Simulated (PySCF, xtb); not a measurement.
C3H10OSi2, SMILES [Si](C=O)(C)([SiH3])C.

GFN2-xTB (xtb) at its own geometry gives an orbital gap of 2.35 eV and a dipole moment of 2.94 D.

Geometry optimised at B3LYP-D3(BJ)/def2-SVP. This is a generated structure with no PubChem entry under its InChIKey; it may be hypothetical. Other conformers were not sampled.

What does PBE/def2-TZVP (PySCF) give? (The exact figures need the calculation; the answer reports its results.)

gap 2.68 eV (levels -5.32 and -2.64 eV), dipole 2.48 D.
